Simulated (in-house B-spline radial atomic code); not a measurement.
The numbers below are computed, except where a source is named.
**Two electrons in Ge: a spherical dot of radius 11.4 nm with hard walls with a doubly ionised double donor at its centre**

For Ge the NSM archive of the Ioffe Institute lists m_l = 1.6 m0, m_t = 0.08 m0 and ε = 16.2; the model takes one isotropic valley with the conductivity mass 3/(1/m_l + 2/m_t) = 0.117 m0, and so misses anisotropy and the other valleys. All triplets below are those of one valley; with several valleys two electrons can form a triplet in the 1s orbital itself, at an energy set by the valley splitting. Real donors also feel a central-cell potential, which shifts the ground state; some double donors stay shallow and helium-like, others are deep centres that this model can't describe.

Effective-mass model with parabolic bands, a uniform dielectric constant, no image charges, no central-cell or spin-orbit terms. Two-electron levels come from full CI in B-splines with partial waves to l = 5 (up to 0.001 effective hartree above the limit).

Q: What are the effective units, and what is the potential in them?

A: Ha* = 27211.386 meV × 0.117/16.2² = 12.13 meV and a* = 0.0529177 nm × 16.2/0.117 = 7.327 nm. The radius is R = 1.55 a*, with −2/r added.

In these units the lowest s and p orbitals lie at -1.7388 and 1.7193, and their Coulomb and exchange integrals are J_ss = 1.5435, J_sp = 1.1739 and K_sp = 0.2056. Full CI gives -2.0239 for the ground singlet, 0.9304 for the sp triplet, 1.2982 for the sp singlet and 3.3124 for the lowest triplet of two s orbitals.

Q: What does it cost to add the second electron, to first order and exactly?

A: To first order E = 2ε_s + J_ss = -1.9342, so the charging energy E(2) − 2E(1) is J_ss = 18.72 meV. CI gives -2.0239 − 2 × (-1.7388) = 1.4537, or 17.64 meV: relaxation and correlation lower it by 1.089 meV, 5.8 % of J_ss. The s² configuration of one-electron orbitals holds 98.9 % of the state, and the mean radius is 4.57 nm.

Q: How far above the singlet do the triplets lie?

A: To first order the sp triplet lies at ε_s + ε_p + J_sp − K_sp = 0.9488, which is 34.97 meV above 2ε_s + J_ss. CI gives 0.9304 − (-2.0239) = 2.9543, or 35.84 meV, 85 % of the orbital spacing of 41.95 meV. The ss triplet lies 64.74 meV up, so the lower of the two is the sp one, and its gap equals k_BT at 416 K. The sp singlet-triplet splitting is 4.462 meV, against 2K_sp = 4.989 meV.
